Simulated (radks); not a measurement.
The numbers below are computed, except where a source is named.
Task: These are the eigenvalues of the occupied orbitals of an atom or ion with whole-number occupations (eV). Level of theory: Dirac Kohn-Sham, LDA (Slater exchange, Perdew-Wang correlation), spin-unpolarised, spherical densities, finite nucleus; Fermi nuclear charge, rms radius of each element as measured or else 0.836 A^(1/3) + 0.57 fm (a radial shooting solver on a logarithmic mesh with Libxc functionals).

1s1/2: -8196.474
2s1/2: -982.0683
2p1/2: -858.2014
2p3/2: -840.7507
3s1/2: -113.8248
3p1/2: -76.2198
3p3/2: -74.0339
3d3/2: -13.4239
3d5/2: -13.2015

Which element is it, and in what charge state? The configuration may be excited. Open shells, if any, fill j = l - 1/2 first.

Result: Z = 28, nickel, charge +1: Ni+ in [Ar] 3d9. The list shows which subshells hold electrons but not how many an open one holds; the 1s level, -301.21 hartree, gives Z - s = 24.5 by -(Z - s)^2/2, which with screening and relativity narrows Z to a few neighbours, and the depths of the outer levels then fix element, charge and occupations together.
